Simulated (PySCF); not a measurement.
**Pt₂O, singlet: structure and spectrum**

All numbers come from PBE0/[O def2-TZVP, Pt def2-TZVP with ECP60], scalar-relativistic core potentials, density fitting, no spin–orbit coupling, PySCF.

The structure is a minimum.

```xyz
3
charge 0 multiplicity 1, angstrom
O     0.0000    0.0000   -1.3591
Pt    1.2363    0.0000    0.0563
Pt   -1.2363    0.0000    0.0563
```

* Point group: C2v
* Bond lengths: O–Pt 1.879 Å (×2), Pt–Pt 2.473 Å
* Bond angles: O–Pt–Pt 48.9° (×2), Pt–O–Pt 82.3°
* Entropy at 298.15 K and 1 bar: 307.0 J/(mol K)
* Dipole moment: 2.04 D
* Zero-point energy: 8.8 kJ/mol
* Enthalpy at 298.15 K above 0 K: 12.20 kJ/mol
* Highest occupied level: -6.17 eV
* Rotational symmetry number: 2
* Heat capacity Cp at 298.15 K: 49.0 J/(mol K)
* Principal quadrupole moments (Buckingham, traceless) about the centre of mass: -8.81, -6.57, 15.38 D Å
* Atomisation energy without zero-point energy: 608 kJ/mol
* Principal polarisabilities: 56.3, 59.8, 94.9 bohr³
* Rotational constants: 0.5477, 0.02829, 0.0269 cm⁻¹
* Lowest empty level: -3.78 eV

Harmonic modes (masses in u: O 15.995, Pt 194.965):
```
symmetry  ω (cm⁻¹)  IR (km/mol)
      a1       184          1.5
      b2       569          0.6
      a1       714         55.4
```

In C2v the vibrations span 2a1 + b2. Here b1 is antisymmetric to the molecular plane and b2 lies in it.

Charges (e):
```tsv
atom	Mulliken	Löwdin	polar tensor	Mayer order to O1
O1	-0.47	-0.28	-0.39	–
Pt2,3	0.24	0.14	0.19	1.03
```
Other Mayer orders above 0.3: Pt–Pt 1.07.

Mulliken populations on O1: s 3.92, p 4.51, d 0.04, f 0.00.

Outer orbital energies (eV). occupied: -8.27, -7.87, -7.64, -7.52, -6.95, -6.78, -6.74, -6.17; empty: -3.78, -2.67, -2.34, 0.01.

Only a few start shapes were tried, so a lower isomer may exist. At this level a triplet minimum of C2v symmetry lies 3 kJ/mol below this structure. At the minimum of this search the closed-shell solution is unstable towards spin polarisation, so a lower open-shell solution exists. No spin–orbit coupling is included, which matters more the heavier the element.

The final relaxation and frequency run took about 70 core-seconds on a shared host.
